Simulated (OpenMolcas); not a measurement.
## Ti2+ in a ligand field

Ti2+ with 4 ligands (oxide) in tetrahedral coordination (Td) at 2.11 Å. A charge of +1.5 e stands 3.2 Å behind each ligand. Ligand basis ANO-RCC-VDZP.

| Property | Result |
| --- | --- |
| Program | OpenMolcas 26.06 |
| Method | CASSCF |
| Basis | ANO-RCC-VDZP [5s4p2d1f] |
| Scalar Hamiltonian | DKH2, point nucleus |
| Active space | 2 electrons in 5 orbitals (3d) |
| State averaging | 2S+1 = 3 even, 10 roots; 2S+1 = 1 even, 15 roots |
| Spin-orbit coupling | RASSI with atomic mean-field integrals over the reference wave functions |

The lowest spin-free states (labels of Td), above the lowest:

| State | Degeneracy | E (cm-1) |
| --- | --- | --- |
| 3A2 | 1 | 0.0 |
| 3T2 | 3 | 3200 |
| 3T1 | 3 | 5599 |
| 1E | 2 | 11589 |
| 1T2 | 3 | 14345 |
| 3T1 | 3 | 15636 |
| 1A1 | 1 | 18010 |
| 1T1 | 3 | 18352 |
| 1E | 2 | 19345 |
| 1T2 | 3 | 20839 |
| 1A1 | 1 | 41605 |

The lowest levels with spin-orbit coupling:

```
E (cm-1)  Degeneracy  Label  2S+1
     0.0           3     T2     3
    3165           1     A2     3
    3189           3     T2     3
    3215           2      E     3
    3227           3     T1     3
    5535           3     T2     3
    5542           2      E     3
    5690           3     T1     3
    5763           1     A1     3
   11597           2      E     1
   14339           3     T2     1
   15532           1     A1     3
   15590           3     T1     3
   15705           2      E     3
   15717           3     T2     3
   18020           1     A1     1
   18362           3     T1     1
   19356           2      E     1
   20850           3     T2     1
   41617           1     A1     1
```

Electric-dipole absorption from the lowest level at this geometry, strongest bands:

```json
{"E (cm-1)": "5535", "λ (nm)": "1810", "Label": "T2", "f": "9.00e-05"}
{"E (cm-1)": "5542", "λ (nm)": "1800", "Label": "E", "f": "5.98e-05"}
{"E (cm-1)": "5690", "λ (nm)": "1760", "Label": "T1", "f": "7.24e-05"}
{"E (cm-1)": "5763", "λ (nm)": "1740", "Label": "A1", "f": "2.18e-05"}
{"E (cm-1)": "14339", "λ (nm)": "697", "Label": "T2", "f": "6.81e-06"}
{"E (cm-1)": "15532", "λ (nm)": "644", "Label": "A1", "f": "1.66e-04"}
{"E (cm-1)": "15590", "λ (nm)": "641", "Label": "T1", "f": "5.20e-04"}
{"E (cm-1)": "15705", "λ (nm)": "637", "Label": "E", "f": "3.79e-04"}
{"E (cm-1)": "15717", "λ (nm)": "636", "Label": "T2", "f": "5.62e-04"}
```

Powder χT (cm3 K/mol): 0.874 at 2 K, 0.878 at 10 K, 0.9 at 50 K, 0.927 at 100 K, 0.981 at 200 K, 1.04 at 300 K. The effective moment at 300 K is 2.828 √(χT) = 2.88 μB.

The lowest level has 2S+1 = 3, for which the spin-only value is χT = S(S+1) / 2 = 1.000 cm3 K/mol (g = 2). The computed 1.035 at 300 K differs by +0.035, through orbital momentum, spin-orbit coupling and any other state in reach.

Metal share of the active 3d orbitals (Löwdin): 91, 91, 91, 95, 95 %; Mulliken charge of the metal 1.61.

Without dynamic correlation the repulsion within the d shell is too large (B by tens of per cent), so at a given field states of lower spin stand too high. The oxide ions are held by bare point charges, a crude embedding. Ligand-to-metal charge-transfer states are missing. With no ligand orbital active B as a rule stays too high, so bands that hang on it stand too high and its fall with covalency is understated. With metal d orbitals alone and no dynamic correlation the field as a rule comes out too small, by tens of per cent, by up to half for chloride and softer ligands. No measured value stands beside these numbers; the geometry was imposed, not optimised, and the real ion may take another.
